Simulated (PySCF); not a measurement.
**A computed series [MOF]+**

Computed with PySCF 2.14.0, PBE0, def2-SVP on the ligands, density fitting, scalar-relativistic core potentials, no spin-orbit coupling, vacuum. Each member is relaxed from one template within its symmetry. Distances are means of the shortest metal–ligand contacts, charges and spins Mulliken's. lcecp potentials hold a fixed number of 4f electrons in the core, out of states, spins and gaps.

```
metal      basis on the metal  point group  M–O (Å)  M–F (Å)  charge on M (e)  strongest infrared band, degenerate modes summed (cm⁻¹)  unstable modes (below −25 cm⁻¹)
   Ce  lcecp-2-SVP with ECP46           Cs    1.791    1.985             1.62                                                      983                                0
   Ce     def2-SVP with ECP28          C∞v    1.710    1.963             1.32                                                        –                        not given
   Pr  lcecp-2-SVP with ECP47           Cs    1.792    1.977             1.55                                                      982                                0
   Nd  lcecp-2-SVP with ECP48           Cs    1.784    1.966             1.56                                                      988                                0
   Tb  lcecp-2-SVP with ECP53           Cs    1.743    1.914             1.56                                                     1010                                0
   Dy  lcecp-2-SVP with ECP54           Cs    1.737    1.905             1.55                                                     1011                                0
   Pb     def2-SVP with ECP60          C∞v    1.902    1.962             1.52                                                      123                                0
```

Problem. A further member has point group Cs, M–O (Å) 1.710, M–F (Å) 1.866, charge on M (e) 1.47, strongest infrared band, degenerate modes summed (cm⁻¹) 1021, unstable modes (below −25 cm⁻¹) 0. Which metal is it?

Solution. Hf, def2-SVP with ECP60. Other answers can fit too; this one was computed.

One start shape was tried for each, so a minimum needn't be the lowest isomer. Oxidation states forced by the potential, rare, strongly oxidising or of another configuration in reality: [PrOF]+, [NdOF]+, [TbOF]+, [DyOF]+.
